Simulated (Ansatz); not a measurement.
`[SH][SnH3]` + `O[SiH3]` → `[SiH3][O][SnH3]` + H₂S at 600 K and 1 bar (ligand exchange at the Sn–S bond).

Gas-phase electronic energies from Ansatz, PBE0-D4/def2-TZVP geometries. CCSD(T)/CBS adds triple-zeta CCSD(T) − MP2 to the extrapolated MP2 energy (def2 sets, frozen cores). This one scheme is used for every species. def2 core potentials past Kr. For Sn outer-core shells are correlated without core-valence functions, which leaves a few kJ/mol of doubt a bond.

| species | CCSD(T)/CBS energy (Eh) | H − E (kJ/mol) | S (J/(mol·K)) |
| --- | --- | --- | --- |
| `[SH][SnH3]` | -614.20548 | 117.8 | 361.0 |
| `O[SiH3]` | -366.69042 | 135.7 | 307.9 |
| `[SiH3][O][SnH3]` | -581.91447 | 186.6 | 450.8 |
| H₂S | -398.97279 | 60.8 | 230.9 |

H − E and S are ideal-gas, rigid-rotor, harmonic terms from PBE0-D4/def2-TZVP. 1 Eh = 2625.50 kJ/mol, R = 8.31446 J/(mol·K).

Question: By hand: ΔE, ΔH, ΔS and ΔG.

Answer: ΔE = (-581.91447) + (-398.97279) − (-614.20548) − (-366.69042) = 0.00864 Eh = 22.7 kJ/mol. Δ(H − E) = 186.6 + 60.8 − 117.8 − 135.7 = -6.1, so ΔH = 16.6 kJ/mol. ΔS = 450.8 + 230.9 − 361.0 − 307.9 = 12.8 J/(mol·K). ΔG = 16.6 − 600 × (12.8)/1000 = 8.9 kJ/mol.

Question: By hand: the equilibrium constant, and the temperature at which ΔG would vanish if ΔH and ΔS stayed fixed.

Answer: log₁₀ K = −ΔG/(RT ln 10) = -0.8. ΔG = 0 at ΔH/ΔS = 1297 K, though so small a ΔS makes that figure unsure.

TΔS isn't small against ΔH here. A doubt of 5 kJ/mol in ΔE shifts log₁₀ K by 0.4 here. Modes under 60 cm⁻¹, often nearly free rotors, make the harmonic entropy too high. These are equilibria of isolated gas molecules and say nothing of rates. Largest T1 diagnostic: 0.013 (customary marks: 0.02 for closed shells, 0.045 for open ones).
